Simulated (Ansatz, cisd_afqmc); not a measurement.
Species: BNH$_{4}$, charge 0, singlet. BNH4 (SMILES NB).
B3LYP-D3(BJ)/def2-TZVP minimum from Ansatz (an electronic-structure program):
```xyz
6

B     -0.7766     0.0323    -0.0041
N      0.6098    -0.0254     0.0032
H     -1.3984    -0.9854    -0.0254
H     -1.3119     1.0982     0.0110
H      1.1972     0.7922     0.0209
H      1.1274    -0.8889    -0.0085
```
Charge 0, spin multiplicity 1.

Total energies in cc-pVDZ, 12 correlated electrons, 2 frozen orbitals. Radicals and triplets start from unrestricted determinants; spin-orbit coupling is neglected. Cores are frozen in correlated methods. No relativity. The Monte Carlo rows (phaseless AFQMC, CISD trial, step 0.005/hartree) carry one-sigma bars that omit the constraint's bias. Outlying blocks are dropped, and bars are widened where a walk drifts. Over all cases where full CI ran beside it in this data, AFQMC minus full CI had a median of +0.1 mEh and passed +0.4 mEh in a tenth of the cases.

```json
[
 {"method": "HF", "program": "Ansatz", "energy (Eh)": "-81.49921", "minus CCSDTQ (mEh)": "301.25"},
 {"method": "MP2", "program": "Ansatz", "energy (Eh)": "-81.76411", "minus CCSDTQ (mEh)": "36.36"},
 {"method": "CCSD", "program": "Ansatz", "energy (Eh)": "-81.79220", "minus CCSDTQ (mEh)": "8.27"},
 {"method": "CCSD(T)", "program": "Ansatz", "energy (Eh)": "-81.79941", "minus CCSDTQ (mEh)": "1.05"},
 {"method": "CCSDT(Q)", "program": "Ansatz", "energy (Eh)": "-81.80051", "minus CCSDTQ (mEh)": "-0.05"},
 {"method": "CCSDTQ", "program": "Ansatz", "energy (Eh)": "-81.80046", "minus CCSDTQ (mEh)": "0.00"},
 {"method": "AFQMC/CISD", "program": "cisd_afqmc", "energy (Eh)": "-81.8006 ± 0.0003", "minus CCSDTQ (mEh)": "-0.1 ± 0.3"}
]
```

Rough core times of Ansatz's runs on a shared machine: CCSD(T) under 20 s, CCSDT(Q) under 20 s, CCSDTQ 7 min.
